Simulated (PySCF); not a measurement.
## Excitation energy of Ar²⁺ by level of theory

Ar²⁺ [Ne] 3s2 3p4 (3P) → Ar²⁺ [Ne] 3s1 3p4 4s1 (5P), as a difference of total energies. Computed with PySCF 2.14 in aug-cc-pwCVTZ (8s7p5d3f, 75 functions), with the non-relativistic Hamiltonian (point nucleus). Correlated levels: valence: [Ne] frozen; valence and next inner shell: 1s2 frozen; nothing frozen. The calculations carry no spin-orbit coupling.

```tsv
method	excitation energy (eV)
UHF	36.084
LDA	36.238
PBE	36.115
PBE0	36.465
r2SCAN	36.312
BHandHLYP	36.925
M06-L	37.413
MN15	35.824
M06	36.984
MP2 (valence)	36.169
SCS-MP2 (valence)	36.375
MP2 (valence and next inner shell)	36.252
SCS-MP2 (valence and next inner shell)	36.429
MP2 (all electrons)	36.246
SCS-MP2 (all electrons)	36.425
```

How much does correlation contribute at MP2 (all electrons)?

36.246 − (36.084) = 0.162 eV, measured against UHF.

A first-order spin-orbit estimate (lowest level to lowest level, LS coupling) adds -0.007 eV.

The promoted electron is Rydberg-like, and one or two diffuse shells describe it only roughly, which tends to raise the upper state.
